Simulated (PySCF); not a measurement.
Stepwise substitution at one centre (Si Br-OH). Isolated molecules, 0 K electronic values unless said otherwise. One relaxed conformer stands for each flexible species; it need not be the lowest. Strings in code marks are SMILES.

The T1 excitation (TDA) from two functionals at the same geometries (PBE0-D4/def2-TZVP), both in PySCF: PBE-D3(BJ)/def2-TZVP and B3LYP-D3(BJ)/def2-TZVP. B3LYP has the VWN-RPA correlation part, as in Gaussian. Excitations are Tamm–Dancoff values on a coarser integration grid. The basis has no diffuse functions, so Rydberg states are missing or too high.

```csv
species,B3LYP-D3(BJ)/def2-TZVP (eV)
1 of 4 Br replaced by OH (`Br[Si](Br)(O)Br` (H–O–Si–Br torsion 180°)),5.61
"2 of 4 Br replaced by OH (`Br[Si](O)(O)Br` (H–O–Si–Br torsion -66°, Br–Si–O–H torsion -46°))",6.20
4 of 4 Br replaced by OH (`O[Si](O)(O)O`),7.50
```

Task: What does PBE-D3(BJ)/def2-TZVP give for each?

Result: 
- 1 of 4 Br replaced by OH (`Br[Si](Br)(O)Br` (H–O–Si–Br torsion 180°)): 5.20
- 2 of 4 Br replaced by OH (`Br[Si](O)(O)Br` (H–O–Si–Br torsion -66°, Br–Si–O–H torsion -46°)): 5.80
- 4 of 4 Br replaced by OH (`O[Si](O)(O)O`): 6.80
Over these rows, drawn at random from the members with no instability flagged (it was tested for open shells, ions and some series alone), PBE minus B3LYP-D3(BJ): mean -0.51 eV, from -0.70 eV to -0.40 eV.
